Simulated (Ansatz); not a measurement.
Ansatz (a quantum-chemistry and plane-wave program) input (CCSD(T)/cc-pVTZ):

Ansatz 0.2 input:
```yaml
crystal:
  periodic: [false, false, false]
  atoms:
    - {symbol: C, position_ang: [-2.25196698, -0.25485248, -0.97931092]}
    - {symbol: C, position_ang: [-1.23479052, -0.23651024, 0.16138048]}
    - {symbol: C, position_ang: [-0.61099224, 1.14666950, 0.43988460]}
    - {symbol: C, position_ang: [0.73118032, 0.82821710, 1.11102011]}
    - {symbol: C, position_ang: [1.23584857, -0.44296398, 0.38617509]}
    - {symbol: C, position_ang: [2.17130576, -0.11898373, -0.79327994]}
    - {symbol: C, position_ang: [-0.03424483, -1.10014197, -0.05153402]}
    - {symbol: H, position_ang: [-2.64732928, -1.25989029, -1.13984146]}
    - {symbol: H, position_ang: [-1.78910299, 0.07725076, -1.91131509]}
    - {symbol: H, position_ang: [-3.09480543, 0.40568021, -0.76296522]}
    - {symbol: H, position_ang: [-1.75982284, -0.56405879, 1.07554673]}
    - {symbol: H, position_ang: [-1.25311833, 1.78602088, 1.04731594]}
    - {symbol: H, position_ang: [-0.44543279, 1.66077881, -0.51154329]}
    - {symbol: H, position_ang: [0.56888908, 0.60671369, 2.16887430]}
    - {symbol: H, position_ang: [1.44392298, 1.65258531, 1.05562905]}
    - {symbol: H, position_ang: [1.79734363, -1.08390073, 1.07697955]}
    - {symbol: H, position_ang: [3.09697674, 0.33959020, -0.43677319]}
    - {symbol: H, position_ang: [1.69375301, 0.57156191, -1.49130568]}
    - {symbol: H, position_ang: [2.43068614, -1.02390554, -1.34567375]}
    - {symbol: H, position_ang: [-0.08000019, -2.09703161, -0.47094048]}
basis:
  gaussian:
    orbitals: cc-pVTZ
magnetization: {spin_polarized: true, initial_magnetization: 1}
correlation: {method: ccsd_t, electrons: outside_noble_gas}
```

Output:

```
Functional definition: HF
integrals: 9.98 GiB planned
2208 factors; integrals over basis functions are off by at most 9.5e-4 eV
2.94 GiB of device memory are held for the factors and their scratch space
mean field: 2.94 GiB planned
mean field evaluation 1: about -7414.6577 eV, gradient 3.1e1 eV
mean field evaluation 2: about -7414.6562 eV, gradient 3.1e1 eV
mean field evaluation 4: about -7420.4035 eV, gradient 4.3e0 eV
mean field evaluation 8: about -7420.5540 eV, gradient 2.0e-1 eV
mean field evaluation 16: about -7420.5488 eV, gradient 1.0e0 eV
mean field -7420.55479801 eV, -272.7003589943 hartree, gradient 1.7e-6 eV, S^2 0.765106; 0 other end points of the search recorded, 0 dependent functions left out
7 core orbitals not correlated
reference -7420.55479801 eV, -272.7003589943 hartree; 21, 20 occupied and 364, 365 virtual orbitals, 2208 factors
second order -32.13651931 eV of doubles, -0.00000000 eV of singles
coupled cluster: 39.54 GiB planned
cycle   1  -33.15845147 eV  change    -1.0e0 eV  update   1.1e-1
cycle   2  -33.93382226 eV  change   -7.8e-1 eV  update   3.1e-2
cycle   3  -34.06935131 eV  change   -1.4e-1 eV  update   1.4e-2
cycle   4  -34.06609809 eV  change    3.3e-3 eV  update   4.4e-3
cycle   5  -34.06649757 eV  change   -4.0e-4 eV  update   2.2e-3
cycle   6  -34.06654370 eV  change   -4.6e-5 eV  update   7.7e-4
cycle   7  -34.06644743 eV  change    9.6e-5 eV  update   2.6e-4
cycle   8  -34.06649284 eV  change   -4.5e-5 eV  update   9.6e-5
cycle   9  -34.06647856 eV  change    1.4e-5 eV  update   3.5e-5
perturbative correction -1.41260841 eV, -0.0519124015 hartree
Total energy: -7456.03388498 eV, -274.0041913917 hartree
```

It need not be the lowest isomer of its formula.
